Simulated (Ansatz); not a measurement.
`Cl[C@@H]1[SiH2][C@H]1Cl`, charge 0, multiplicity 1.

Problem. Give a relaxed structure at PBE0-D4/def2-TZVP (Ansatz). (Estimate.)

Solution. Ansatz gave: 
Z-matrix (Å, degrees):
```
C
Si 1 1.862
C 1 1.521 2 65.9
Cl 1 1.756 2 126.1 3 -108.2
H 1 1.086 2 115.0 3 106.0
H 2 1.475 1 117.2 3 -107.1
H 2 1.475 1 119.9 3 101.0
Cl 3 1.756 1 118.0 2 119.5
H 3 1.086 1 113.6 2 -108.0
```
Point group C2.
This is one stationary point; other conformers may exist.
